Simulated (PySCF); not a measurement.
## RuOF₂ + NH₃ → RuN(OH) + 2 HF

Level: PBE0 in the def2-TZVP basis family, computed in PySCF with density fitting; scalar-relativistic core potentials for atoms from Rb on, none lighter, no spin–orbit coupling; open shells unrestricted.

```
species                                                                 state and structure      E (Eh)  ZPE (kJ/mol)  H(298 K) − H(0) (kJ/mol)  S° (J/(mol K))
  RuOF₂    triplet, C2v, Ru–F 1.847 Å (×2), Ru–O 1.638 Å; F–Ru–F 116.3°, F–Ru–O 121.8° (×2)  -369.65239          17.8                      15.2           313.1
    NH₃                                   singlet, C3v, N–H 1.013 Å (×3); H–N–H 107.1° (×3)   -56.51312          90.6                      10.0           192.4
RuN(OH)  singlet, Cs, O–H 0.955 Å, Ru–N 1.553 Å, Ru–O 1.914 Å; H–O–Ru 138.3°, N–Ru–O 154.9°  -225.33099          41.8                      13.3           281.3
     HF                                                           singlet, C∞v, H–F 0.920 Å  -100.39188          24.9                       8.7           173.6
```

(1) What is the electronic reaction energy?

(2) Add zero-point, thermal and entropy terms for 298.15 K and 1 bar.

Answers

(1) At PBE0/def2-TZVP, ΔE = 133.3 kJ/mol from the differences of the total energies times 2625.5, uphill. 

(2) ΔZPE = -16.8 and Δ[H(298) − H(0)] = 5.5 kJ/mol give ΔH° = 122.0 kJ/mol. ΔS° = 123.0 J/(mol K), so ΔG° = 122.0 − 298.15 × (0.1230) = 85 kJ/mol and log₁₀K = -14.9. ΔG° would change sign near 990 K if ΔH° and ΔS° stayed fixed.

Open d or f shells are single determinants, so the state found may not be the ground state. The structures come from searches over a few start shapes, so lower isomers are not excluded.
